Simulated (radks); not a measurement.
Q: Species: Sr IV. Configuration: [Ar] 3d10 4s1.75 4p5.25 (fractional occupations, a model configuration). Calculated with a radial shooting solver on a logarithmic mesh with Libxc functionals: Dirac Kohn-Sham, PBEsol, spin-unpolarised, spherical densities, point nucleus; open shells fill j = l - 1/2 first. Some entries of the table are withheld. Estimate them.

orbital,occ.,eigenvalue (Ry),r(max) (bohr),<r> (bohr)
1s1/2,2,-1172.384,0.02554,(1)
2s1/2,2,-160.6901,(2),0.1723
2p1/2,2,-146.4737,(3),(4)
2p3/2,4,-141.4507,(5),(6)
3s1/2,2,-26.73146,0.4362,0.4921
3p1/2,2,-21.56936,0.4249,0.4913
3p3/2,4,-20.79788,0.4339,0.5018
3d3/2,4,(7),0.3746,0.4954
3d5/2,6,(8),0.3773,0.4990
4s1/2,1.75,-5.08288,1.178,(9)
4p1/2,2,-3.76127,1.283,1.471
4p3/2,3.25,-3.66572,1.308,1.498

A: 
(1) 1s1/2 <r> (bohr): 0.03918
(2) 2s1/2 r(max) (bohr): 0.1453
(3) 2p1/2 r(max) (bohr): 0.1137
(4) 2p1/2 <r> (bohr): 0.1475
(5) 2p3/2 r(max) (bohr): 0.1172
(6) 2p3/2 <r> (bohr): 0.1517
(7) 3d3/2 eigenvalue (Ry): -11.72863
(8) 3d5/2 eigenvalue (Ry): -11.59376
(9) 4s1/2 <r> (bohr): 1.324
